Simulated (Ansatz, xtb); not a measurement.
## Redistribution: CBr2ClF + C4H4ClN → CBrCl2F + C4H4BrN

Gas-phase species: CBr2ClF (dibromochlorofluoromethane) `FC(Cl)(Br)Br`, singlet; C4H4ClN `Clc1ccc[nH]1`, singlet; CBrCl2F (bromodichlorofluoromethane) `FC(Cl)(Cl)Br`, singlet; C4H4BrN `Brc1ccc[nH]1`, singlet. The partners trade Br for Cl; both sit on C, so the bond types are kept.

Shapes, held fixed at every level: PBE0-D4/def2-TZVP. Programs: Ansatz 0.2.0, xtb 6.7.1. The zero-point and thermal change to 298 K, harmonic and unscaled (PBE0-D4/def2-TZVP), is 0.0 kJ/mol.

(1) Estimate ΔH(298 K) of this reaction.

Answers

(1) The highest level, CCSD(T)/def2-TZVPP, gives ΔH(298 K) = -5.9 kJ/mol; the levels span -7.5 to -2.8. The column of differences is taken from that level and isn't an error. No measured value is set beside it here. Relativity is left out for Br. Outer-core shells of Br are correlated, in sets that cover them unevenly.

```
               level                    kind  ΔH(298 K) (kJ/mol)  less CCSD(T)/def2-TZVPP
            GFN2-xTB          semi-empirical                -4.1                     +1.8
       HF/def2-TZVPP            Hartree–Fock                -6.3                     -0.4
r2SCAN-D4/def2-TZVPP                meta-GGA                -2.8                     +3.1
 BHLYP-D4/def2-TZVPP           global hybrid                -3.5                     +2.4
  wB97M-V/def2-TZVPP  range-separated hybrid                -4.5                     +1.4
  wB97X-V/def2-TZVPP  range-separated hybrid                -4.4                     +1.5
   B2PLYP/def2-TZVPP           double hybrid                -4.1                     +1.8
    CCSD(T)/def2-SVP   coupled cluster or CI                -7.5                     -1.6
  CCSD(T)/def2-TZVPP   coupled cluster or CI                -5.9                      0.0
```
